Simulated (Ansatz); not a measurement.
One change: `C[B](C)[SnH3]` becomes `CB(C)O[SiH3]`.

Ansatz, PBE0-D4/def2-TZVP geometries, multiplicity 1. Each molecule was computed in one conformer, which needn't be the lowest.

Elements past krypton have def2 core potentials.

```tsv
property	`C[B](C)[SnH3]`
HOMO–LUMO gap (ωB97M-V/def2-TZVPP) / eV	9.88
HOMO–LUMO gap (PBE0/def2-TZVPP) / eV	5.85
HOMO–LUMO gap (B3LYP/def2-TZVPP) / eV	5.49
HOMO–LUMO gap (PBE/def2-TZVPP) / eV	3.81
LUMO energy (ωB97M-V/def2-TZVPP) / eV	0.56
LUMO energy (PBE0/def2-TZVPP) / eV	-1.38
```

**Question.** What does the change do to each property? (Estimate.)

**Answer.** The calculation gave: 
```csv
property,`CB(C)O[SiH3]`,shift
HOMO–LUMO gap (ωB97M-V/def2-TZVPP) / eV,12.15,2.27
HOMO–LUMO gap (PBE0/def2-TZVPP) / eV,8.35,2.50
HOMO–LUMO gap (B3LYP/def2-TZVPP) / eV,7.90,2.41
HOMO–LUMO gap (PBE/def2-TZVPP) / eV,5.91,2.10
LUMO energy (ωB97M-V/def2-TZVPP) / eV,1.73,1.17
LUMO energy (PBE0/def2-TZVPP) / eV,0.25,1.63
```

With PBE0 the HOMO falls by 0.87 eV and the LUMO rises by 1.63 eV, so the gap widens by about 2.50 eV. PBE moves the HOMO by -0.53 eV and ωB97M-V by -1.12 eV.

B3LYP here is the variant with VWN-RPA as its local correlation; programs differ in this.
